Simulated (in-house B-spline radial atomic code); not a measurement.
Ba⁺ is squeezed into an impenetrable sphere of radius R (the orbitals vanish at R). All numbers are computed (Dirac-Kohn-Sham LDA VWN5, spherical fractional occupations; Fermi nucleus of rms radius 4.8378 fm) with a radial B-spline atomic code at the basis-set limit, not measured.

Energies in eV above the free ion in [Xe] 6s1:

```
R (bohr)  highest level (eV)  [Xe] 6s1  [Kr] 4d9 4f1 5s2 5p6 6s1  [Kr] 4d10 5s1 5p6 5f1 6s1
    8.02               -7.44    0.2265                     92.41                      43.51
    6.95                -6.8    0.6903                     92.85                      45.26
    4.94               -1.27     5.774                     97.86                       56.8
    4.17                6.68     14.86                     106.8                      71.98
    3.35                29.3     48.52                     140.1                      118.4
    3.25                34.2      56.9                     148.5                      129.1
    2.54                99.1     195.8                     287.7                        293
    2.33                 137     294.2                     386.8                      402.8
    1.96                 251     643.9                     739.4                      777.8
    1.25                1030      4219                      4329                       4384
```

Does [Kr] 4d9 4f1 5s2 5p6 6s1 fall below [Xe] 6s1 under compression?

No, it stays above over the whole range.

Does [Kr] 4d10 5s1 5p6 5f1 6s1 fall below [Xe] 6s1 under compression?

No, it stays above over the whole range.

The highest level is first positive in the row R = 4.17 bohr, pushed up by confinement above the zero of the free ion's potential. Each configuration is held fixed and needn't be the lowest in the sphere.
